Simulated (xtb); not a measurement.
Harmonic IR lines of one isomer of CH5BSi, unscaled. Method: GFN2-xTB (xtb 6.7.1).

wavenumber (cm⁻¹): 402 (w), 487 (m), 645 (w), 729 (w), 837 (m), 912 (w), 1362 (w), 2238 (vs), 2245 (m), 2953 (w), 2962 (w), 2978 (w)

Q: Say which structure gives these lines.
(A) `CB=[SiH2]`
(B) `B[SiH]=C`
(C) `C=B[SiH3]`
(D) `[H]/B=[SiH]/C`

A: A, `CB=[SiH2]`
